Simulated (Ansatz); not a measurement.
Conformers of Cl₂F₂GeH₂SSi, SMILES `F[Si](F)(Cl)[S][GeH2][Cl]`, each relaxed with PBE0-D4/def2-TZVP in Ansatz. CBS adds the triple-zeta coupled-cluster correction to the MP2 limit.

Outer-core shells of Ge are correlated without core-valence functions. Scalar relativity is left out up to krypton. Spin–orbit coupling is left out.

Not all of them had a frequency check.

Conformer A:

Cartesian coordinates in Å:
```
F 1.801 -0.043 0.659
Si 1.026 -1.253 0.003
F 2.067 -2.102 -0.820
Cl 0.316 -2.413 1.490
S -0.440 -0.570 -1.330
Ge -1.019 1.329 -0.318
Cl -1.780 0.912 1.643
H 0.186 2.255 -0.154
H -2.157 1.886 -1.173
```

Conformer B:

```xyz
9

F    -0.247    2.902   -1.068
Si   -0.469    1.544   -0.300
F    -2.025    1.347   -0.165
Cl    0.287    1.715    1.567
S     0.423    0.043   -1.457
Ge    0.634   -1.583    0.052
Cl   -1.260   -1.978    0.975
H     1.049   -2.810   -0.762
H     1.609   -1.180    1.158
```

**Question.** Which is lowest in electronic energy at CCSD(T)/CBS (frozen core, def2 sets), and by how much? (Best estimate.)

**Answer.** Ansatz gave: B; A lies 1.0 kJ/mol higher. Gaps under about 2 kJ/mol don't settle the order.

**Question.** Give the energies relative to B (kJ/mol) with ωB97X-V/def2-TZVPP, B2PLYP/def2-TZVPP, PBE/def2-TZVPP, PBE0/def2-TZVPP, HF/def2-TZVPP, SCS-MP2/def2-TZVPP, HF/def2-QZVPP. (Best estimate.)

**Answer.** Computed: 
```
             level     A
ωB97X-V/def2-TZVPP   0.4
 B2PLYP/def2-TZVPP  -0.1
    PBE/def2-TZVPP  -0.1
   PBE0/def2-TZVPP   0.0
     HF/def2-TZVPP  -1.0
SCS-MP2/def2-TZVPP   0.7
     HF/def2-QZVPP  -0.8
```
